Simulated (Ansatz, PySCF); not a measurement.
Lewis adduct: BH3 (SMILES B) (first 4 atoms) with CH4O (SMILES CO); geometry from B3LYP-D3(BJ)/def2-TZVP, rigid monomers moved along the line of their centres of mass till B1···O6 is 1.91 Å.
(charge 0, multiplicity 1):
```xyz
10

B      0.0314    -0.0098     0.7831
H     -0.3262     1.1245     0.6106
H     -0.6037    -0.8514     0.2043
H      1.2284    -0.1728     0.7716
C      0.2799     0.5291     3.6035
O     -0.4075    -0.2819     2.6261
H     -0.0764     0.2639     4.5975
H      0.0216     1.5569     3.3694
H      1.3570     0.3893     3.5156
H     -0.2663    -1.2191     2.8088
```

Monomers are frozen at their geometry in the pair; levels with a basis set take the counterpoise correction. Rows marked so take none.

Rows in 3-21G, 6-311+G** carry no dispersion term and start afresh at each structure.

Codes used: Ansatz (a first-principles code); PySCF for 3-21G rows, 6-311+G** rows, the dispersion terms. Each number belongs to the level named beside it.

### Question
One of these levels gives -17.12 kcal/mol for the interaction energy. Name it.
(A) B3LYP/6-311+G** (no counterpoise)
(B) PBE-D4/def2-TZVPPD
(C) B3LYP/3-21G (no counterpoise)
(D) HF/aug-cc-pVDZ

### Answer
D, HF/aug-cc-pVDZ. The others give -27.33 (PBE-D4/def2-TZVPPD), -40.01 (B3LYP/3-21G (no counterpoise)), -23.33 (B3LYP/6-311+G** (no counterpoise))
